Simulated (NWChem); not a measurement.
Species: SiH₃O₄, doublet; SMILES [O][Si](O)(O)O

```xyz
8

O     -0.7903    -0.9399     1.1644
Si    -0.0220     0.0069     0.0267
O     -1.1502     0.9998    -0.6346
O      1.1928     0.9787     0.5563
O      0.6388    -1.1320    -0.9726
H     -0.8427     1.9028    -0.8009
H      1.9997     0.5347     0.8522
H      0.0226    -1.7866    -1.3331
```
Atoms are numbered in this order, from 1.

All runs: NWChem. Pople sets run with spherical d functions. Spin-unrestricted. The radical's symmetric form is orbitally degenerate, so geometry and low modes hang on which distorted state is reached. The geometry was optimised at B3LYP/6-31G* (spherical d), spin-unrestricted. No stability test was run on the SCF state. Total energies compare along this basis series because the functional is fixed.

```json
[
 {"level": "PBE0/3-21G", "basis functions": "55", "energy (Ha)": "-588.6220", "highest occupied level (eV)": "-8.43", "lowest empty minus highest occupied level, either spin (eV)": "4.41", "dipole (D)": "1.67", "<S²>": "0.752", "relative time": "1"},
 {"level": "PBE0/6-31G*", "basis functions": "80", "energy (Ha)": "-591.8184", "highest occupied level (eV)": "-8.77", "lowest empty minus highest occupied level, either spin (eV)": "4.44", "dipole (D)": "1.67", "<S²>": "0.753", "relative time": "3"},
 {"level": "PBE0/6-31+G*", "basis functions": "100", "energy (Ha)": "-591.8400", "highest occupied level (eV)": "-9.17", "lowest empty minus highest occupied level, either spin (eV)": "4.40", "dipole (D)": "1.66", "<S²>": "0.754", "relative time": "5"},
 {"level": "PBE0/6-311G**", "basis functions": "116", "energy (Ha)": "-591.9536", "highest occupied level (eV)": "-8.96", "lowest empty minus highest occupied level, either spin (eV)": "4.43", "dipole (D)": "1.69", "<S²>": "0.753", "relative time": "4"},
 {"level": "PBE0/6-311++G**", "basis functions": "139", "energy (Ha)": "-591.9668", "highest occupied level (eV)": "-9.22", "lowest empty minus highest occupied level, either spin (eV)": "4.40", "dipole (D)": "1.65", "<S²>": "0.753", "relative time": "8"}
]
```

The last column is a rough cost ratio, cheapest run = 1.
